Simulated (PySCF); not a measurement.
## Finite-field polarisability of N (nitrogen, neutral)

[He] 2s2 2p3, high-spin 4S determinant. Calculation: PySCF 2.14, in aug-cc-pwCVDZ; the non-relativistic Hamiltonian (point nucleus). Frozen: 1s2. Energy changes in a uniform field (μhartree):

```csv
axis,F (au),HF,MP2,CCSD,CCSD(T)
x,0.0054,-99.443,-99.089,-99.131,-99.614
x,0.0108,-397.893,-396.519,-396.692,-398.628
```

(1) Derive α along x at CCSD(T) from the two fields.

(2) And the mean polarisability at each level?

CCSD(T) lies more than 5 % below the reference, which points to too few diffuse and polarisation functions.

A double-zeta set is small for polarisabilities.

Answers

(1) With ΔE = −αF²/2 − γF⁴/24, α = −(16 ΔE(F) − ΔE(2F))/(6F²) = 6.831 bohr³.

(2) HF 6.820, MP2 6.795, CCSD 6.798, CCSD(T) 6.831 bohr³. Reference: 7.4 ± 0.2 bohr³ (recommended; Schwerdtfeger and Nagle, table of static dipole polarizabilities (2023 update)).
